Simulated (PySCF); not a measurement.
GeH was optimised in PySCF in the def2-TZVP basis family (density fitting, no spin–orbit coupling) with several functionals.

One of them gave a doublet of C∞v symmetry with a mean bond of 1.606 Å to Ge, wavenumbers 1873 cm⁻¹.

Problem. Which level of theory was it?
A. B3LYP
B. wB97X
C. PBE0

Solution. A. That is B3LYP, with Ge–H 1.606 Å. The others give wB97X 1.595 Å and 1943 cm⁻¹ for the highest mode; PBE0 1.601 Å and 1905 cm⁻¹ for the highest mode.

The entropy of GeH lacks the orbital degeneracy of a ²Π state, up to R ln 2. Only the bonding shown was studied: isomers, or loss of a ligand pair, can lie lower.
